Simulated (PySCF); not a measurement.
**Dipole response of Rh⁺ (rhodium, charge +1)**

[Kr] 4d8, high-spin 3F determinant. Calculation: PySCF 2.14, in aug-cc-pVTZ-DK (9s8p6d3f2g, 102 functions); the spin-free X2C one-electron Hamiltonian (Gaussian nucleus). Coupled (time-dependent) response in atomic units; α is the mean over directions.

| method | mean α (bohr³) | C₆ (like pair) | S(−4) |
| --- | --- | --- | --- |
| r2SCANh | 13.02 | 82.66 | 65.84 |

S(−4) is the Cauchy moment in α(ω) = α(0) + S(−4) ω² + …

Spin-orbit coupling is absent.

α(iu) at r2SCANh:

```csv
u (hartree),α(iu) (bohr³)
0,13.02
0.0500,12.86
0.100,12.41
0.200,11.07
0.300,9.671
0.500,7.481
0.750,5.672
1.00,4.447
1.50,2.929
2.00,2.066
3.00,1.173
5.00,0.5169
```

For an ion, C₆ is the dispersion term alone; charge-induced terms of lower order in 1/R come first.
